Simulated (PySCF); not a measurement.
Mayer bond orders and bond lengths

Compound: C2H8N2Si2.
Numbering: `[N:1]#[C:2][C@H:3]([SiH3:4])[SiH2:5][NH2:6]` (hydrogens: H7 on C3; H8, H9, H10 on Si4; H11, H12 on Si5; H13, H14 on N6)

Geometry (GFN2-xTB, Å), atoms numbered from 1 in this order:
```
atom  x, y, z in Å
N1    -0.096    2.717    0.520
C2    -0.391    1.705    0.067
C3    -0.702    0.426   -0.460
Si4   -1.653   -0.582    0.860
Si5    0.937   -0.380   -1.048
N6     1.963   -0.315    0.327
H7    -1.349    0.561   -1.329
H8    -0.816   -0.764    2.042
H9    -2.001   -1.868    0.252
H10   -2.877    0.144    1.210
H11    0.721   -1.793   -1.352
H12    1.387    0.342   -2.250
H13    2.877   -0.736    0.284
H14    2.002    0.543    0.855
```

Bond orders from the PBE0/pcSseg-1 density (PySCF). Geometry: GFN2-xTB, one conformer, isolated molecule.

(1) Where do the orders between heavy atoms depart from those drawn in the SMILES?

(2) Give the Mayer order of every bond between heavy atoms, beside its length.

(3) And the bonds to hydrogen?

(4) Sum the orders of all bonds at each heavy atom with more than one neighbour and set the sums beside the valence in the SMILES.

Answers

(1) The largest departure is 0.202, at C3–Si5 (drawn single, 0.798). Drawn single, order below 0.88: C3–Si4 (0.817) and C3–Si5 (0.798).

(2) 
| bond | drawn as | length (Å) | Mayer order |
| --- | --- | --- | --- |
| N1–C2 | triple | 1.148 | 3.009 |
| C2–C3 | single | 1.418 | 1.034 |
| C3–Si4 | single | 1.915 | 0.817 |
| C3–Si5 | single | 1.919 | 0.798 |
| Si5–N6 | single | 1.717 | 1.064 |

(3) C–H: 0.91 (1 bond); H–Si: 0.90 to 0.96 (5 bonds); H–N: 0.94 to 0.95 (2 bonds).

(4) C2 4.043 (drawn 4), C3 3.556 (drawn 4), Si4 3.666 (drawn 4), Si5 3.693 (drawn 4), N6 2.951 (drawn 3). Orders between atoms that aren't bonded are not in these sums.

For a closed shell the Mayer order of atoms A and B is Σ (PS)μν (PS)νμ over the basis functions μ on A and ν on B, with P the density and S the overlap matrix.
